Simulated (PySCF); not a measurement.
**Spinor energies of Hg (mercury, neutral)**

Start: [Xe] 4f14 5d10 6s1 6d1; 6s1/2 filled at m_j = +1/2; 6d5/2 filled at m_j = +5/2. Calculated with PySCF 2.14 in x2c-TZVPall-2c with one added diffuse shell each of s, p, d type (12s12p11d2f, 117 functions): generalised Hartree-Fock with the X2C-1e Hamiltonian and a Gaussian nucleus; spin-orbit coupling (SO) screened by Boettger's factors. This is a chosen level, not necessarily the ground level.

| spinor shell | electrons | ε, screened SO (eV) | weight of nominal j (screened SO) | rms radius, screened SO (bohr) |
| --- | --- | --- | --- | --- |
| 1s1/2 | 2 | -83543.1 | 1.000 | 0.0187 |
| 2s1/2 | 2 | -14960.8 | 1.000 | 0.0755 |
| 2p1/2 | 2 | -14330.1 | 1.000 | 0.0639 |
| 2p3/2 | 4 | -12377.0 | 1.000 | 0.0720 |
| 3s1/2 | 2 | -3623.3 | 1.000 | 0.193 |
| 3p1/2 | 2 | -3340.3 | 1.000 | 0.184 |
| 3p3/2 | 4 | -2901.3 | 1.000 | 0.201 |
| 3d3/2 | 4 | -2438.3 | 1.000 | 0.176 |
| 3d5/2 | 6 | -2344.7 | 1.000 | 0.180 |
| 4s1/2 | 2 | -837.99 | 1.000 | 0.424 |
| 4p1/2 | 2 | -715.57 | 1.000 | 0.429 |
| 4p3/2 | 4 | -608.16 | 1.000 | 0.463 |
| 4d3/2 | 4 | -407.84 | 1.000 | 0.475 |
| 4d5/2 | 6 | -387.22 | 1.000 | 0.486 |
| 5s1/2 | 2 | -143.74 | 1.000 | 0.971 |
| 4f5/2 | 6 | -126.69 | 1.000 | 0.526 |
| 4f7/2 | 8 | -122.53 | 1.000 | 0.528 |
| 5p1/2 | 2 | -101.38 | 1.000 | 1.05 |
| 5p3/2 | 4 | -82.440 | 1.000 | 1.15 |
| 5d3/2 | 4 | -22.886 | 0.996 | 1.53 |
| 5d5/2 | 6 | -20.715 | 0.997 | 1.60 |
| 6s1/2 | 1 | -13.522 | 1.000 | 2.84 |
| 6d5/2 | 1 | -1.209 | 1.000 | 7.89 |

```
   quantity   screened SO
E (hartree)  -19639.40351
        M_J             3
       ⟨J²⟩        12.002
       ⟨L²⟩         6.182
       ⟨S²⟩         2.188
```

Each row is a mean over spinors that exchange with the open shell spreads, by up to 0.388 eV (5d5/2).

Breit and QED terms are absent; they matter most for the inner s and p1/2 levels.

Densities and radii are taken from the X2C orbitals without a picture-change correction, which distorts them close to the nucleus.
